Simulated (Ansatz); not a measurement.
Coupled-cluster diagnostics for the cluster Li₆Te₂, Ansatz.

Geometry of the singlet (PBE0-D4/def2-SVP):

```xyz
8

Li   -0.044    4.065    1.012
Li   -1.338    1.313   -0.857
Li    1.190   -2.562   -2.430
Li   -0.182    0.529    1.594
Li   -0.601   -2.844   -0.205
Li    2.213   -2.484    0.244
Te   -1.887    2.477    1.399
Te    0.650   -0.494   -0.757
```

In the def2 sets Te takes a core potential; there is no spin–orbit coupling. Correlated methods freeze 8 core orbitals; core or outer-core shells of Li, Te are correlated, in sets that lack core-valence functions. Another isomer (singlet) lies 1.20 eV lower at PBE0-D4/def2-TZVP; other spin states weren't run for this one.

(1) Estimate the CCSD(T) correlation energy, the shares of MP2 and (T), T1 and the reference's ⟨S²⟩ for: charge 0, singlet, own geometry in def2-SVP; and the rough time on 4 threads of INTEL XEON PLATINUM 8581C on a shared host.

## Answers

(1) 
| state | basis | correlation (eV) | MP2 share (%) | (T) share (%) | T1 | ⟨S²⟩ (pure) | wall time | remarks |
| --- | --- | --- | --- | --- | --- | --- | --- | --- |
| charge 0, singlet, own geometry | def2-SVP | -9.331 | 89.8 | 3.3 | 0.012 | 0.00 (0.00) | 9 s | restricted SCF unstable |
Customary marks for T1 are 0.02 (closed shells), 0.045 (open shells) and about 0.05 (3d metals). T1 stays under 0.02 throughout.
